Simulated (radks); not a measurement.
Q: These are the eigenvalues of the occupied orbitals of an atom or ion with whole-number occupations (hartree). All-electron calculation, non-relativistic Kohn-Sham, r2SCAN, spin-polarised, spherical densities, point nucleus; meta-GGA in the generalised Kohn-Sham scheme. Program: a radial shooting solver on a logarithmic mesh with Libxc functionals.

orbital  eigenvalue
1s up     -130.9732
1s down   -130.9434
2s up     -14.60164
2s down   -14.58744
2p up     -11.93987
2p down   -11.90847
3s up      -2.69042
3s down    -2.54667
3p up      -2.02273
3p down    -1.88491
7f up      -0.08294

Which element is it, and in what charge state? The configuration may be excited. Open shells, if any, are filled with parallel spins first.

A: Z = 19, potassium, charge +2: K2+ in [Ne] 3s2 3p4 7f1. The list shows which subshells hold electrons but not how many an open one holds; the 1s level, -130.97 hartree, gives Z - s = 16.2 by -(Z - s)^2/2, which with screening narrows Z to a few neighbours, and the depths of the outer levels then fix element, charge and occupations together.
